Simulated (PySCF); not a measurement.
C₄H₇F₂NO₂.
InChI=1S/C4H7F2NO2/c1-8-3(7)2-9-4(5)6/h4,7H,2H2,1H3/b7-3+

Method used: TDDFT PBE0/def2-SVPD, vertical, gas phase, core orbitals frozen in the response (PySCF 2.14.0, density-fitted response routines). One conformer (not necessarily the lowest) at the GFN2-xTB geometry, without solvent, vibrations or thermal averaging. Torsions of this conformer, `[H]/[N:4]=[C:3](/[O:2][CH3:1])[CH2:5][O:6][CH:7]([F:8])[F:9]`: C1–O2–C3–N4 2°, O2–C3–C5–O6 -153°, C3–C5–O6–C7 72°, C5–O6–C7–F8 74°.

Broadening: Gaussians 0.25 eV wide at half height, area fixed by f = 4.319×10⁻⁹ ∫ε dν̃. The width is an assumption, not a result. The curve ends short of the highest state used, and states not computed would add to its high-energy end.

```json
{"λ (nm)": "157.7", "ε (L mol⁻¹ cm⁻¹)": "893"}
{"λ (nm)": "158.9", "ε (L mol⁻¹ cm⁻¹)": "2365"}
{"λ (nm)": "160.2", "ε (L mol⁻¹ cm⁻¹)": "5210"}
{"λ (nm)": "161.5", "ε (L mol⁻¹ cm⁻¹)": "8194"}
{"λ (nm)": "162.8", "ε (L mol⁻¹ cm⁻¹)": "9535"}
{"λ (nm)": "164.1", "ε (L mol⁻¹ cm⁻¹)": "9064"}
{"λ (nm)": "165.4", "ε (L mol⁻¹ cm⁻¹)": "8481"}
{"λ (nm)": "166.7", "ε (L mol⁻¹ cm⁻¹)": "8802"}
{"λ (nm)": "167.9", "ε (L mol⁻¹ cm⁻¹)": "9016"}
{"λ (nm)": "169.2", "ε (L mol⁻¹ cm⁻¹)": "7868"}
{"λ (nm)": "170.5", "ε (L mol⁻¹ cm⁻¹)": "5412"}
{"λ (nm)": "171.8", "ε (L mol⁻¹ cm⁻¹)": "2889"}
{"λ (nm)": "173.1", "ε (L mol⁻¹ cm⁻¹)": "1201"}
{"λ (nm)": "174.4", "ε (L mol⁻¹ cm⁻¹)": "393"}
{"λ (nm)": "175.7", "ε (L mol⁻¹ cm⁻¹)": "102"}
{"λ (nm)": "177.0", "ε (L mol⁻¹ cm⁻¹)": "21"}
{"λ (nm)": "178.2", "ε (L mol⁻¹ cm⁻¹)": "4"}
{"λ (nm)": "179.5", "ε (L mol⁻¹ cm⁻¹)": "1"}
{"λ (nm)": "180.8", "ε (L mol⁻¹ cm⁻¹)": "0"}
{"λ (nm)": "182.1", "ε (L mol⁻¹ cm⁻¹)": "0"}
{"λ (nm)": "183.4", "ε (L mol⁻¹ cm⁻¹)": "0"}
{"λ (nm)": "184.7", "ε (L mol⁻¹ cm⁻¹)": "0"}
{"λ (nm)": "186.0", "ε (L mol⁻¹ cm⁻¹)": "0"}
{"λ (nm)": "187.3", "ε (L mol⁻¹ cm⁻¹)": "0"}
{"λ (nm)": "188.5", "ε (L mol⁻¹ cm⁻¹)": "0"}
{"λ (nm)": "189.8", "ε (L mol⁻¹ cm⁻¹)": "1"}
{"λ (nm)": "191.1", "ε (L mol⁻¹ cm⁻¹)": "2"}
{"λ (nm)": "192.4", "ε (L mol⁻¹ cm⁻¹)": "6"}
{"λ (nm)": "193.7", "ε (L mol⁻¹ cm⁻¹)": "15"}
{"λ (nm)": "195.0", "ε (L mol⁻¹ cm⁻¹)": "30"}
{"λ (nm)": "196.3", "ε (L mol⁻¹ cm⁻¹)": "51"}
{"λ (nm)": "197.5", "ε (L mol⁻¹ cm⁻¹)": "71"}
{"λ (nm)": "198.8", "ε (L mol⁻¹ cm⁻¹)": "89"}
{"λ (nm)": "200.1", "ε (L mol⁻¹ cm⁻¹)": "96"}
{"λ (nm)": "201.4", "ε (L mol⁻¹ cm⁻¹)": "89"}
{"λ (nm)": "202.7", "ε (L mol⁻¹ cm⁻¹)": "73"}
{"λ (nm)": "204.0", "ε (L mol⁻¹ cm⁻¹)": "52"}
{"λ (nm)": "205.3", "ε (L mol⁻¹ cm⁻¹)": "32"}
{"λ (nm)": "206.6", "ε (L mol⁻¹ cm⁻¹)": "18"}
{"λ (nm)": "207.8", "ε (L mol⁻¹ cm⁻¹)": "9"}
{"λ (nm)": "209.1", "ε (L mol⁻¹ cm⁻¹)": "4"}
{"λ (nm)": "210.4", "ε (L mol⁻¹ cm⁻¹)": "2"}
{"λ (nm)": "211.7", "ε (L mol⁻¹ cm⁻¹)": "1"}
{"λ (nm)": "213.0", "ε (L mol⁻¹ cm⁻¹)": "0"}
```

Task: Where are the band maxima, and which computed states make them?

Result: 200 nm (6.20 eV), ε about 96, made up of S1 (100%); 168 nm (7.40 eV), ε about 9000, made up of S2 (90%); 163 nm (7.61 eV), ε about 9600, made up of S3 (34%) and S4 (59%) (ε in L mol⁻¹ cm⁻¹; maxima over ε = 5, shares over 10%). The states used: S1 6.20 eV (f 0.0009); S2 7.37 eV (f 0.078); S3 7.61 eV (f 0.030); S4 7.64 eV (f 0.054); S5 8.09 eV (f 0.0072); S6 8.35 eV (f 0.0019); S7 8.41 eV (f 0.013); S8 8.46 eV (f 0.0068).

Task: On this curve, what absorbance would a 10⁻⁵ mol/L sample give at 193 nm over a 1 cm path?

Result: 193 nm is 6.424 eV, where ε is about 9.6 L mol⁻¹ cm⁻¹, so A = ε c l ≈ 9.6e-05 (Beer–Lambert, with the gas-phase spectrum and the assumed width).

Task: Coming from long wavelengths, where does ε first pass 100 L mol⁻¹ cm⁻¹?

Result: At about 176 nm (7.06 eV), 0.86 eV above S1.

Task: What would ε be at 7.61 eV, the highest of these maxima, with half the width (0.125 eV)?

Result: About 16700 L mol⁻¹ cm⁻¹ against 9550, a factor of about 1.7; a lone state at its own centre would give exactly 2.

The run took 4.2 min wall, 2.1 min CPU on Intel Xeon at 2.50 GHz, one thread (shared host), and the process peaked at 0.98 GiB of memory.
